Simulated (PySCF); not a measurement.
Phosphorus: highly charged ions in a basis for the neutral atom

P¹³⁺ 1s2, P¹⁴⁺ 1s1. Calculation: PySCF 2.14, in aug-cc-pVDZ-DK (5s4p2d, 27 functions); scalar relativity by spin-free X2C-1e. No spin-orbit coupling, so a gap to NIST mixes the basis error with missing relativistic terms.

Changed run: basis of the neutral atom used for a highly charged ion. This setting is unsound on purpose.

| species | method | sound run (hartree) | changed run (hartree) | converged |
| --- | --- | --- | --- | --- |
| P¹³⁺ | UHF | not run | -216.33853 | yes |
| P¹³⁺ | r2SCAN | not run | -216.39255 | yes |
| P¹³⁺ | TPSS | not run | -216.39551 | yes |
| P¹⁴⁺ | UHF | not run | -112.76417 | yes |
| P¹⁴⁺ | r2SCAN | not run | -112.76752 | yes |
| P¹⁴⁺ | TPSS | not run | -112.76656 | yes |

Ionisation energy of P¹³⁺:

```tsv
method	changed run (eV)	NIST (eV)
UHF	2818.4	2816.9
r2SCAN	2819.8	2816.9
TPSS	2819.9	2816.9
```

The contracted functions were made for the neutral atom and can be too rigid for a highly charged ion.
